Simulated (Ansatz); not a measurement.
Basis sets compared for the cluster Sn₂Bi (the lowest doublet isomer of a short search). Charge 0, multiplicity 2. Geometry r2SCAN-D4/def2-SVP. Ansatz on 2 threads of Arm Neoverse V2 on a shared host; times are rough, and most runs start from earlier orbitals.

```xyz
3

Bi    1.260   -0.704    0.685
Sn   -0.607    1.419    0.712
Sn   -0.653   -0.715   -1.397
```

In the def2 sets Bi, Sn take a core potential; there is no spin–orbit coupling. The structure comes from a short search, and lower isomers may exist.

Binding counts from free atoms (Bi quartet, Sn triplet) in the same basis, without a counterpoise term.

```json
{"level": "PBE-D4/def2-SVP", "functions": "78", "energy (Eh)": "-643.3351", "HOMO (eV)": "-4.85", "LUMO (eV)": "-4.19", "binding per atom (eV)": "1.96", "wall time": "2 s"}
{"level": "PBE-D4/def2-TZVP", "functions": "150", "energy (Eh)": "-643.3547", "HOMO (eV)": "-4.87", "LUMO (eV)": "-4.18", "binding per atom (eV)": "1.99", "wall time": "4 s"}
{"level": "r2SCAN-D4/def2-TZVP", "functions": "150", "energy (Eh)": "-643.5771", "HOMO (eV)": "-5.11", "LUMO (eV)": "-3.97", "binding per atom (eV)": "1.80", "wall time": "13 s"}
{"level": "PBE0-D4/def2-SVP", "functions": "78", "energy (Eh)": "-643.3178", "HOMO (eV)": "-5.67", "LUMO (eV)": "-3.54", "binding per atom (eV)": "1.78", "wall time": "3.3 s"}
{"level": "PBE0-D4/def2-TZVP (with forces)", "functions": "150", "energy (Eh)": "-643.3350", "HOMO (eV)": "-5.66", "LUMO (eV)": "-3.50", "binding per atom (eV)": "1.81", "wall time": "8.5 s"}
```

Question: Estimate the rows for PBE-D4/def2-TZVPD, r2SCAN-D4/def2-TZVPD, PBE0-D4/def2-TZVPD.

Answer: 
```tsv
level	functions	energy (Eh)	HOMO (eV)	LUMO (eV)	binding per atom (eV)	wall time
PBE-D4/def2-TZVPD	168	-643.3554	-4.89	-4.20	1.99	5.5 s
r2SCAN-D4/def2-TZVPD	168	-643.5778	-5.12	-3.98	1.80	14 s
PBE0-D4/def2-TZVPD	168	-643.3357	-5.67	-3.51	1.82	9 s
```
